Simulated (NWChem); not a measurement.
The numbers come from NWChem runs, not from measurements. System: C4H5Cl, charge 0, spin multiplicity 1, at a geometry optimised with B3LYP/def2-SVP. The structure started from a generated list of species. Level: MP2/def2-TZVP, 9 core orbitals frozen.

Input file:

```
start mol
memory heap 200 mb stack 800 mb global 1000 mb
geometry units angstroms nocenter noautoz noautosym
  C      2.909048    -0.122616     0.525553
  C      1.679801    -0.458473     0.226826
  C      0.444506    -0.794803    -0.065673
  C     -0.759743    -0.190949     0.590157
  Cl    -1.818441     0.666552    -0.619911
  H      3.426214     0.679355    -0.013876
  H      3.464448    -0.632068     1.321425
  H      0.260062    -1.561870    -0.828760
  H     -1.398457    -0.961293     1.044876
  H     -0.480439     0.545543     1.353646
end
basis spherical
  * library def2-tzvp
end
scf
  rhf
  nopen 0
  maxiter 100
  thresh 1e-7
  semidirect memsize 60000000 filesize 0
end
mp2
  freeze core 9
end
task mp2 energy
```

Part of the output:

```
             Northwest Computational Chemistry Package (NWChem) 7.3.0
             --------------------------------------------------------

                                NWChem Input Module
                                -------------------

 Scaling coordinates for geometry "geometry" by  1.889725989
 (inverse scale =  0.529177249)

                             Geometry "geometry" -> ""
                             -------------------------

 Output coordinates in angstroms (scale by  1.889725989 to convert to a.u.)

  No.       Tag          Charge          X              Y              Z
 ---- ---------------- ---------- -------------- -------------- --------------
    1 C                    6.0000     2.90904800    -0.12261600     0.52555300
    2 C                    6.0000     1.67980100    -0.45847300     0.22682600
    3 C                    6.0000     0.44450600    -0.79480300    -0.06567300
    4 C                    6.0000    -0.75974300    -0.19094900     0.59015700
    5 Cl                  17.0000    -1.81844100     0.66655200    -0.61991100
    6 H                    1.0000     3.42621400     0.67935500    -0.01387600
    7 H                    1.0000     3.46444800    -0.63206800     1.32142500
    8 H                    1.0000     0.26006200    -1.56187000    -0.82876000
    9 H                    1.0000    -1.39845700    -0.96129300     1.04487600
   10 H                    1.0000    -0.48043900     0.54554300     1.35364600

 Effective nuclear repulsion energy (a.u.)     183.4184386169

            Nuclear Dipole moment (a.u.)
            ----------------------------
        X                 Y               Z
 ---------------- ---------------- ----------------
     0.0000056692     0.0000094486     0.0000037795


 Summary of "ao basis" -> "" (spherical)
 ------------------------------------------------------------------------------
       Tag                 Description            Shells   Functions and Types
 ---------------- ------------------------------  ------  ---------------------
 *                         def2-tzvp                  on all atoms

 Summary of "ao basis" -> "ao basis" (spherical)
 ------------------------------------------------------------------------------
       Tag                 Description            Shells   Functions and Types
 ---------------- ------------------------------  ------  ---------------------
 C                         def2-tzvp                11       31   5s3p2d1f
 Cl                        def2-tzvp                13       37   5s5p2d1f
 H                         def2-tzvp                 4        6   3s1p

                                 NWChem SCF Module
                                 -----------------

  ao basis        = "ao basis"
  functions       =   191
  atoms           =    10
  closed shells   =    23
  open shells     =     0
  charge          =   0.00
  wavefunction    = RHF
  use symmetry    = F
  symmetry adapt  = F

 Summary of "ao basis" -> "ao basis" (spherical)
 ------------------------------------------------------------------------------
       Tag                 Description            Shells   Functions and Types
 ---------------- ------------------------------  ------  ---------------------
 C                         def2-tzvp                11       31   5s3p2d1f
 Cl                        def2-tzvp                13       37   5s5p2d1f
 H                         def2-tzvp                 4        6   3s1p

 Forming initial guess at       0.2s
[...]
   182     -1.458481   9 H  s                35     -1.404825   2 C  s
   164     -1.249804   6 H  s                 4      1.208458   1 C  s
   170     -1.142620   7 H  s                66      0.935596   3 C  s
    12      0.832033   1 C  px               44      0.692307   2 C  py

 center of mass
 --------------
 x =  -0.15014158 y =   0.05499092 z =  -0.07419493

 moments of inertia (a.u.)
 ------------------
         205.711371162682         204.915662037066        -209.097727197093
         204.915662037066        1117.206177054905          60.388746212049
        -209.097727197093          60.388746212049        1131.045725326693

  Mulliken analysis of the total density
  --------------------------------------

    Atom       Charge   Shell Charges
 -----------   ------   -------------------------------------------------------
    1 C    6     6.27   0.85  1.12  0.49  0.57  0.18  1.24  1.30  0.45  0.02  0.04  0.01
    2 C    6     6.04   0.86  1.12  0.52  0.68  0.03  1.19  1.27  0.24  0.02  0.09  0.01
    3 C    6     6.19   0.85  1.12  0.49  0.51  0.18  1.25  1.33  0.36  0.02  0.07  0.01
    4 C    6     6.01   0.85  1.12  0.48  0.71 -0.04  1.18  1.35  0.22  0.02  0.11  0.01
    5 Cl  17    17.20   2.01  0.45  1.52  1.09  0.86  4.18  1.69  1.07  2.80  1.48  0.01  0.04  0.00
    6 H    1     0.84   0.26  0.48  0.08  0.02
    7 H    1     0.85   0.26  0.48  0.08  0.02
    8 H    1     0.85   0.26  0.49  0.09  0.02
    9 H    1     0.88   0.26  0.49  0.10  0.02
   10 H    1     0.87   0.26  0.49  0.09  0.02

       Multipole analysis of the density wrt the origin
       ------------------------------------------------

     L   x y z        total         open         nuclear
     -   - - -        -----         ----         -------
     0   0 0 0     -0.000000      0.000000     46.000000

     1   1 0 0      0.616715      0.000000      0.000006
     1   0 1 0     -0.385230      0.000000      0.000009
     1   0 0 1      0.562859      0.000000      0.000004

     2   2 0 0    -27.107616      0.000000    551.959301
     2   1 1 0      1.993128      0.000000    -99.282484
     2   1 0 1     -0.382168      0.000000    106.992393
     2   0 2 0    -28.087279      0.000000     62.263514
     2   0 1 1      0.173033      0.000000    -29.333497
     2   0 0 2    -27.645360      0.000000     57.036226

                   NWChem MP2 Semi-direct Energy/Gradient Module
                   ---------------------------------------------

  Basis functions       =    191
  Molecular orbitals    =    191
  Frozen core           =      9
  Frozen virtuals       =      0
  Active alpha occupied =     14
  Active beta occupied  =     14
  Active alpha virtual  =    168
  Active beta virtual   =    168
  Use MO symmetry       = F
  Use skeleton AO sym   = F

  AO/Fock/Back tols     =   1.0D-09  1.0D-09  1.0D-09

 GA uses MA = F    GA memory limited = T

 Available:
  local mem=  1.15D+08
 global mem=  1.31D+08
 local disk=  0.00D+00
  mp2_memr nvloc                   168
  nvloc new                   168
   1 passes of  14:        6291456                     191974                 135488157.
   1 passes of  14: M    114537741           G      130999038           F     108246285.
  mp2_memr nvloc                   168
  nvloc new                   168
   2 passes of   7:        6291456                     133197                  67775253.
   2 passes of   7: M    114537741           G      130999038           F     108246285.

 Semi-direct pass number   1 of   2  for RHF alpha+beta  at      137.2s
  vrange nnbf                 16935
  mp2_eaftype                   258  avail_ma_in_mb                   998
 EAF : mp2_eaftype filesize         258   33887627.
  mp2_eaf for mointskh                    258
Node 0 wrote    159.3 Mb in      0.4 s     Agg I/O rate:   354.2 Mb/s
 Done moints_semi at      182.5s
  mp2_eaftype                   258  avail_ma_in_mb                   740
 EAF : mp2_eaftype filesize         258   33887627.
  mp2_eaf for kh                   258
 Done maket at      183.3s
 Semi-direct pass number   2 of   2  for RHF alpha+beta  at      183.3s
  vrange nnbf                 16935
  mp2_eaftype                   258  avail_ma_in_mb                   740
 EAF : mp2_eaftype filesize         258   33887627.
  mp2_eaf for mointskh                    258
Node 0 wrote    159.3 Mb in      0.2 s     Agg I/O rate:   789.7 Mb/s
 Done moints_semi at      219.5s
  mp2_eaftype                   258  avail_ma_in_mb                   740
 EAF : mp2_eaftype filesize         258   33887627.
  mp2_eaf for kh                   258
 Done maket at      220.4s
 Done multipass loop at      220.4s

          -------------------------------------------
          SCF energy                -613.885871465118
          Correlation energy          -0.812740700971
          Singlet pairs               -0.519043329777
          Triplet pairs               -0.293697371194
          Total MP2 energy          -614.698612166089
          -------------------------------------------

          ---------------------------------------------------
                    Spin Component Scaled (SCS) MP2
          Same spin pairs                     -0.195798247463
          Same spin scaling factor             0.333333333333
          Opposite spin pairs                 -0.616942453508
          Opposite spin scaling fact.          1.200000000000
          SCS-MP2 correlation energy          -0.805597026698
          Total SCS-MP2 energy              -614.691468491816
          ---------------------------------------------------

 -----------------------
 Performance information
 -----------------------

 Timer overhead =  2.36D-07 seconds/call

               Nr. of calls         CPU time (s)                 Wall time (s)                GFlops
             ---------------    -------------------     ------------------------------   -------------------
Name         Min   Avg   Max    Min     Avg     Max     Min     Avg     Max   Mx/calls   Min     Max     Sum
mp2: moin     2     2     2    82.     82.     82.      82.     82.     82.     41.      0.0     0.0     0.0
mp2: make     2     2     2    1.7     1.7     1.7      1.7     1.7     1.7    0.84      0.0     0.0     0.0
mp2: tota     1     1     1    84.     84.     84.      84.     84.     84.     84.      0.0     0.0     0.0

 The average no. of pstat calls per process was 5.00D+00
 with a timing overhead of 1.18D-06s

 Task  times  cpu:      220.3s     wall:      220.3s

 Total times  cpu:      220.4s     wall:      220.4s
```
